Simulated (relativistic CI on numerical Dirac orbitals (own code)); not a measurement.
## d7 in a ligand field

Computed with a parametric ligand-field model of a d^n configuration (Racah B and C, spin-orbit zeta, crystal field), exact diagonalisation.

Field parameters in Wybourne normalisation: D3d B²₀ = −7Dσ, B⁴₀ = −14Dq − 21Dτ, B⁴₃ = −14√(10/7) Dq; D4h B²₀ = −7Ds, B⁴₀ = 21(Dq − Dt), B⁴₄ = 21√(5/14) Dq; Oh B⁴₀ = 21Dq, B⁴₄ = √(5/14) B⁴₀. The field is a parameter set, without covalency.

**Question.** Ground term and bands for B = 630, C = 2720, ζ = 0 cm⁻¹, Oh, 10Dq = 10150 cm⁻¹?

**Answer.** Ground term 4T1 with 2.05 electrons in the two orbitals of the cubic e set. Spin-allowed: 4T2 9117 cm⁻¹ (1097 nm), 4T1 17534 cm⁻¹ (570 nm), 4A2 19267 cm⁻¹ (519 nm). Lowest spin-forbidden: 2E 2744 cm⁻¹, 2T1 11357 cm⁻¹ (880 nm), 2T2 11794 cm⁻¹ (848 nm).

**Question.** Ground term and bands for B = 720, C = 2570, ζ = 0 cm⁻¹, D3d, 10Dq = 27200, Dσ = 890, Dτ = -310 cm⁻¹?

**Answer.** Ground term 2E with 1.03 electrons in the two orbitals of the cubic e set. Spin-allowed: 2E 24268 cm⁻¹ (412 nm), 2A2 24287 cm⁻¹ (412 nm), 2E 24706 cm⁻¹ (405 nm), 2A1 24970 cm⁻¹ (400 nm). Lowest spin-forbidden: 4A2 12820 cm⁻¹ (780 nm), 4E 13393 cm⁻¹ (747 nm), 4E 37722 cm⁻¹ (265 nm).

**Question.** Ground term and bands for B = 610, C = 3000, ζ = 0 cm⁻¹, D4h, 10Dq = 29100, Ds = 3000, Dt = -90 cm⁻¹?

**Answer.** Ground term 2A1 with 1.01 electrons in the two orbitals of the cubic e set. Spin-allowed: 2B1 11246 cm⁻¹ (889 nm), 2A2 26689 cm⁻¹ (375 nm), 2B2 27420 cm⁻¹ (365 nm), 2E 28361 cm⁻¹ (353 nm). Lowest spin-forbidden: 4A2 15048 cm⁻¹ (665 nm), 4E 24221 cm⁻¹ (413 nm), 4E 45110 cm⁻¹ (222 nm).

**Question.** Ground term and bands for B = 960, C = 3510, ζ = 0 cm⁻¹, D3d, 10Dq = 29000, Dσ = -1200, Dτ = 30 cm⁻¹?

**Answer.** Ground term 2E with 1.03 electrons in the two orbitals of the cubic e set. Spin-allowed: 2A2 25300 cm⁻¹ (395 nm), 2E 26524 cm⁻¹ (377 nm), 2A1 27604 cm⁻¹ (362 nm), 2E 27974 cm⁻¹ (357 nm). Lowest spin-forbidden: 4A2 10097 cm⁻¹ (990 nm), 4E 12460 cm⁻¹ (803 nm), 4A1 37739 cm⁻¹ (265 nm).

**Question.** Ground term and bands for B = 440, C = 1790, ζ = 0 cm⁻¹, D3d, 10Dq = 24200, Dσ = -1200, Dτ = 140 cm⁻¹?

**Answer.** Ground term 2E with 1.03 electrons in the two orbitals of the cubic e set. Spin-allowed: 2A2 22238 cm⁻¹ (450 nm), 2E 23071 cm⁻¹ (433 nm), 2A1 24075 cm⁻¹ (415 nm), 2E 24462 cm⁻¹ (409 nm). Lowest spin-forbidden: 4A2 14824 cm⁻¹ (675 nm), 4E 16852 cm⁻¹ (593 nm), 4A1 39139 cm⁻¹ (256 nm).
